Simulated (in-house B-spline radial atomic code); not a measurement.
**Ionising Ga with different functionals**

Computed with a B-spline radial code for spherical atoms: non-relativistic Hamiltonian, point nucleus, spin-polarised at highest spin, spherical fractional occupations for the functionals, and exact exchange of hybrids averaged over the configuration. The ionisation energy is the difference of two self-consistent energies, [Ar] 3d10 4s2 4p1 → [Ar] 3d10 4s2, without Breit or QED terms; ε is the level of the shell that loses the electron (its least bound occupied spin orbital). There is no spin-orbit coupling in this Hamiltonian.

```tsv
method	rung	ΔSCF (eV)	-ε(4p) (eV)
PBE0	global hybrid	5.94	3.74
B3LYP	global hybrid	5.98	3.54
TPSSh	global hybrid	5.86	3.22
M06-2X	global hybrid	?	?
BHandHLYP	global hybrid	5.88	4.40
r2SCAN0	global hybrid	5.96	3.83
B97-1	global hybrid	5.78	3.41
HSE06	range-separated hybrid	5.96	3.36
wB97X	range-separated hybrid	?	?
CAM-B3LYP	range-separated hybrid	6.04	4.84
LC-wPBE	range-separated hybrid	6.07	6.08
```

(1) What does wB97X give?

(2) What does M06-2X give?

(3) Among the functionals, which spreads more, the ΔSCF values or the orbital energies?

(4) How do they compare with the NIST value?

Answers

(1) ΔSCF 5.92 eV, and -ε(4p) = 5.64 eV.

(2) ΔSCF 5.86 eV, and -ε(4p) = 4.71 eV.

(3) The orbital energies: ΔSCF values span about 0.30 eV and the orbital energies 2.86 eV; here energy differences depend much less on the functional than eigenvalues do.

(4) NIST lists 5.999 eV (measured, ground level to ground level). Errors run from -0.22 to +0.07 eV; B3LYP is closest (-0.01 eV), but part of that can be cancellation, since the calculations leave out relativity, Breit-QED terms, multiplet and fine-structure energies.
